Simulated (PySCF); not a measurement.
Sn(H)2(SiH3)2 (H₈Si₂Sn), SMILES [SiH3][SnH2][SiH3].

Geometry: PBE0-D3(BJ)/def2-SVP. The structure was generated by enumeration; whether it is a known compound was not checked. The def2 effective core potentials stand for the cores of Sn; spin–orbit coupling is left out.

Computed with PBE0-D3(BJ)/def2-SVP in PySCF 2.14.0.

Frequencies are harmonic and unscaled.

Computed vibrational spectrum:
| mode | ν (cm⁻¹) | IR (km/mol) | moving atoms (share of kinetic energy) |
|---|---|---|---|
| 1 | 66 | 0.0 | H 99 % |
| 2 | 68 | 1.1 | Si 64 %, Sn 18 %, H 18 % |
| 3 | 69 | 0.0 | H 94 % |
| 4 | 260 | 18.4 | H 97 % |
| 5 | 298 | 0.3 | Si 77 %, Sn 14 %, H 9 % |
| 6 | 317 | 6.4 | Si 65 %, Sn 26 %, H 9 % |
| 7 | 384 | 0.0 | H 98 % |
| 8 | 412 | 36.4 | H 95 % |
| 9 | 515 | 0.4 | H 87 %, Si 12 % |
| 10 | 520 | 3.0 | H 87 %, Si 10 % |
| 11 | 576 | 208.3 | H 94 % |
| 12 | 596 | 0.0 | H 93 % |
| 13 | 720 | 108.8 | H 99 % |
| 14 | 844 | 422.0 | H 91 %, Si 9 % |
| 15 | 872 | 134.7 | H 91 %, Si 8 % |
| 16 | 933 | 0.0 | H 97 % |
| 17 | 934 | 34.1 | H 97 % |
| 18 | 937 | 70.7 | H 98 % |
| 19 | 937 | 47.4 | H 97 % |
| 20 | 1913 | 136.9 | H 99 % |
| 21 | 1919 | 163.5 | H 99 % |
| 22 | 2216 | 111.2 | H 99 % |
| 23 | 2219 | 31.2 | H 99 % |
| 24 | 2232 | 0.0 | H 96 % |
| 25 | 2233 | 61.9 | H 96 % |
| 26 | 2234 | 107.6 | H 96 % |
| 27 | 2234 | 163.5 | H 96 % |
